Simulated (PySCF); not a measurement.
C3H8OSe, SMILES CC[Se]OC, PBE0/def2-SVP optimised geometry.

```
13

Se    -1.09    -1.65     0.00
C     -1.33     0.28     0.00
C     -0.80     0.99     1.23
H     -2.42     0.40    -0.12
H     -0.86     0.66    -0.92
H      0.28     0.84     1.33
H     -1.29     0.62     2.15
H     -0.98     2.07     1.15
O      0.72    -1.65     0.00
C      1.33    -2.07     1.20
H      1.10    -3.13     1.44
H      2.42    -1.99     1.04
H      1.05    -1.45     2.06
```

Density from PBE0/def2-TZVP (PySCF 2.14.0) at that geometry.

Minimum of the electron density along straight lines between bonded atoms, close to the bond critical point (lines longer than 1.1 times the sum of covalent radii, or with two minima, are not listed):

```csv
bond,length / Å,ρ at the minimum / e bohr⁻³,∇²ρ there / e bohr⁻⁵,position (fraction from the first atom)
Se1–C2,1.943,0.154,-0.18,0.52
C2–C3,1.515,?,?,0.51
C2–H4,1.104,0.271,-0.91,0.64
C2–H5,1.100,0.276,-0.94,0.65
C3–H6,1.100,0.273,-0.92,0.64
C3–H7,1.100,0.273,-0.92,0.64
C3–H8,1.102,0.270,-0.90,0.64
Se1–O9,1.819,0.157,0.15,0.47
O9–C10,1.406,0.265,?,0.65
C10–H11,1.105,0.276,-0.95,0.65
C10–H12,1.102,0.278,-0.97,0.65
C10–H13,1.105,0.276,-0.95,0.65
```

Task: Complete the blanks.

Result: 
- C2–C3, ρ at the minimum / e bohr⁻³: 0.250
- C2–C3, ∇²ρ there / e bohr⁻⁵: -0.63
- O9–C10, ∇²ρ there / e bohr⁻⁵: -0.57
